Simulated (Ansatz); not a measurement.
Geometry optimisation of C2H6BFO, SMILES `OCCBF`.

```yaml
crystal:
  periodic: [false, false, false]
  atoms:
    - {symbol: O, position_ang: [-1.335171, -0.071588, 1.254804]}
    - {symbol: C, position_ang: [-0.209006, -0.797052, 0.795387]}
    - {symbol: C, position_ang: [0.784965, 0.078153, 0.016660]}
    - {symbol: B, position_ang: [0.219554, 0.828700, -1.234273]}
    - {symbol: F, position_ang: [-1.091265, 0.749979, -1.530559]}
    - {symbol: H, position_ang: [-1.855886, 0.164554, 0.465108]}
    - {symbol: H, position_ang: [0.279185, -1.219952, 1.698765]}
    - {symbol: H, position_ang: [-0.506353, -1.671745, 0.164306]}
    - {symbol: H, position_ang: [1.684888, -0.498536, -0.301963]}
    - {symbol: H, position_ang: [1.200166, 0.871612, 0.684721]}
    - {symbol: H, position_ang: [0.894323, 1.508874, -1.992254]}
basis:
  gaussian: {orbitals: def2-TZVP}
hamiltonian: {xc: pbe0, dispersion: d4}
relax: {f_tol: 0.005, max_steps: 150}
```

```sh
$ ansatz run in.yaml --threads 4 --pin off --events-out ev --progress --plain --max-ram 10444MiB
```

It prints (some lines left out):

```
Functional definition: PBE0
mean field -7607.97835328 eV, -279.5880476100 hartree, gradient 3.1e-5 eV, S^2 0.000000; 0 other end points of the search recorded, 0 dependent functions left out
relax step   1: F+E_penalty+E_count = -7608.12190973 eV  Δ(F+E_penalty+E_count) = +0.000e0 eV  max|allowed force component| = 7.344e-1 eV/Å  Δτ_max = 0.0000 Å  (28 SCF iters, accepted)
mean field -7608.01705563 eV, -279.5894698951 hartree, gradient 1.2e-5 eV, S^2 0.000000; 0 other end points of the search recorded, 0 dependent functions left out
relax step   2: F+E_penalty+E_count = -7608.16076304 eV  Δ(F+E_penalty+E_count) = -3.885e-2 eV  max|allowed force component| = 2.268e-1 eV/Å  Δτ_max = 0.0284 Å  (31 SCF iters, accepted)
mean field -7608.02208397 eV, -279.5896546833 hartree, gradient 1.1e-5 eV, S^2 0.000000; 0 other end points of the search recorded, 0 dependent functions left out
relax step   3: F+E_penalty+E_count = -7608.16584165 eV  Δ(F+E_penalty+E_count) = -5.079e-3 eV  max|allowed force component| = 4.422e-2 eV/Å  Δτ_max = 0.0249 Å  (31 SCF iters, accepted)
mean field -7608.02233892 eV, -279.5896640526 hartree, gradient 1.1e-5 eV, S^2 0.000000; 0 other end points of the search recorded, 0 dependent functions left out
relax step   4: F+E_penalty+E_count = -7608.16605889 eV  Δ(F+E_penalty+E_count) = -2.172e-4 eV  max|allowed force component| = 6.448e-2 eV/Å  Δτ_max = 0.0194 Å  (30 SCF iters, accepted)
mean field -7608.02267028 eV, -279.5896762299 hartree, gradient 1.1e-5 eV, S^2 0.000000; 0 other end points of the search recorded, 0 dependent functions left out
relax step   5: F+E_penalty+E_count = -7608.16636118 eV  Δ(F+E_penalty+E_count) = -3.023e-4 eV  max|allowed force component| = 1.750e-2 eV/Å  Δτ_max = 0.0077 Å  (32 SCF iters, accepted)
mean field -7608.02280295 eV, -279.5896811054 hartree, gradient 1.1e-5 eV, S^2 0.000000; 0 other end points of the search recorded, 0 dependent functions left out
relax step   6: F+E_penalty+E_count = -7608.16649018 eV  Δ(F+E_penalty+E_count) = -1.290e-4 eV  max|allowed force component| = 2.066e-2 eV/Å  Δτ_max = 0.0207 Å  (31 SCF iters, accepted)
mean field -7608.02284090 eV, -279.5896825001 hartree, gradient 1.1e-5 eV, S^2 0.000000; 0 other end points of the search recorded, 0 dependent functions left out
relax step   7: F+E_penalty+E_count = -7608.16653605 eV  Δ(F+E_penalty+E_count) = -4.587e-5 eV  max|allowed force component| = 1.017e-2 eV/Å  Δτ_max = 0.0018 Å  (32 SCF iters, accepted)
mean field -7608.02283792 eV, -279.5896823904 hartree, gradient 1.1e-5 eV, S^2 0.000000; 0 other end points of the search recorded, 0 dependent functions left out
relax step   8: F+E_penalty+E_count = -7608.16655974 eV  Δ(F+E_penalty+E_count) = -2.369e-5 eV  max|allowed force component| = 8.954e-3 eV/Å  Δτ_max = 0.0055 Å  (32 SCF iters, accepted)
mean field -7608.02285551 eV, -279.5896830371 hartree, gradient 1.1e-5 eV, S^2 0.000000; 0 other end points of the search recorded, 0 dependent functions left out
relax step   9: F+E_penalty+E_count = -7608.16657839 eV  Δ(F+E_penalty+E_count) = -1.865e-5 eV  max|allowed force component| = 5.875e-3 eV/Å  Δτ_max = 0.0044 Å  (32 SCF iters, accepted)
mean field -7608.02286027 eV, -279.5896832117 hartree, gradient 1.1e-5 eV, S^2 0.000000; 0 other end points of the search recorded, 0 dependent functions left out
relax step  10: F+E_penalty+E_count = -7608.16658194 eV  Δ(F+E_penalty+E_count) = -3.548e-6 eV  max|allowed force component| = 1.816e-3 eV/Å  Δτ_max = 0.0026 Å  (32 SCF iters, accepted)
mean field -7608.02286027 eV, -279.5896832117 hartree, gradient 1.1e-5 eV, S^2 0.000000; 1 other end points of the search recorded, 0 dependent functions left out
Total energy: -7608.16661305 eV, -279.5949660291 hartree
Atom 0 at    -1.308464    -0.068318     1.276933 Å, force    -0.001337     0.000272     0.000416 eV/Å
Atom 1 at    -0.201966    -0.791013     0.780462 Å, force     0.000180    -0.001689     0.000746 eV/Å
Atom 2 at     0.777729     0.090457     0.018932 Å, force     0.000018     0.001816     0.000250 eV/Å
Atom 3 at     0.226180     0.815714    -1.241788 Å, force    -0.000216    -0.000382    -0.000784 eV/Å
Atom 4 at    -1.051788     0.667724    -1.590947 Å, force     0.000396     0.000142     0.000154 eV/Å
Atom 5 at    -1.857582     0.183794     0.529915 Å, force     0.000871    -0.000222    -0.000134 eV/Å
Atom 6 at     0.282308    -1.231303     1.654925 Å, force     0.000103     0.000652    -0.000719 eV/Å
Atom 7 at    -0.532486    -1.623325     0.144303 Å, force    -0.000262    -0.000198    -0.000104 eV/Å
Atom 8 at     1.662222    -0.486792    -0.288142 Å, force    -0.000343    -0.000517     0.000137 eV/Å
Atom 9 at     1.182858     0.863564     0.687987 Å, force     0.000707    -0.000061    -0.000151 eV/Å
Atom 10 at     0.886390     1.522497    -1.951878 Å, force    -0.000116     0.000187     0.000188 eV/Å
Dipole moment:     0.284605    -0.088159    -0.187447 e Å
```

Run time 25 s (4 threads of an Intel Xeon Platinum 8259CL on a shared host); peak host memory 0.46 GiB.
